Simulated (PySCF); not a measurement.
CH5MoNO2S, SMILES C[N]=[Mo](=[O])([OH])[SH], multiplicity 1.

The structure is a stationary point at B3LYP-D3(BJ)/def2-SVP. The multiplicity is an assumed one; other spin states were not compared. The def2 effective core potentials stand for the cores of Mo; spin–orbit coupling is left out. The values are those of a single conformer.

These are PySCF with TDA-PBE/def2-SVPD values and carry that method's errors.

Vertical excitations. 

```tsv
state	energy (eV)	λ (nm)	f	main pairs
S1	3.81	325	0.002	HOMO→LUMO+1 84 %
S2	4.02	308	0.034	HOMO→LUMO 64 %, HOMO−1→LUMO+1 13 %
S3	4.12	301	0.005	HOMO−1→LUMO+1 58 %, HOMO−1→LUMO 32 %
S4	4.26	291	0.019	HOMO−1→LUMO 43 %, HOMO−1→LUMO+1 27 %, HOMO→LUMO 10 %
S5	4.58	271	0.005	HOMO−2→LUMO 68 %, HOMO→LUMO+2 19 %
S6	4.65	267	0.005	HOMO→LUMO+2 74 %, HOMO−2→LUMO 15 %
S7	4.82	257	0.005	HOMO−1→LUMO+2 90 %
S8	5.04	246	0.023	HOMO−2→LUMO+1 51 %, HOMO−2→LUMO+2 12 %, HOMO→LUMO+3 11 %, HOMO−4→LUMO+1 8 %
S9	5.10	243	0.008	HOMO→LUMO+3 69 %
S10	5.18	239	0.002	HOMO−3→LUMO+1 53 %, HOMO−3→LUMO 35 %
T1	3.40	364	0	HOMO→LUMO 97 %
T2	3.51	354	0	HOMO−1→LUMO 76 %, HOMO→LUMO+1 17 %
T3	3.64	341	0	HOMO→LUMO+1 73 %, HOMO−1→LUMO 20 %
T4	3.74	331	0	HOMO−1→LUMO+1 89 %
```
Triplets are in the Tamm–Dancoff approximation.
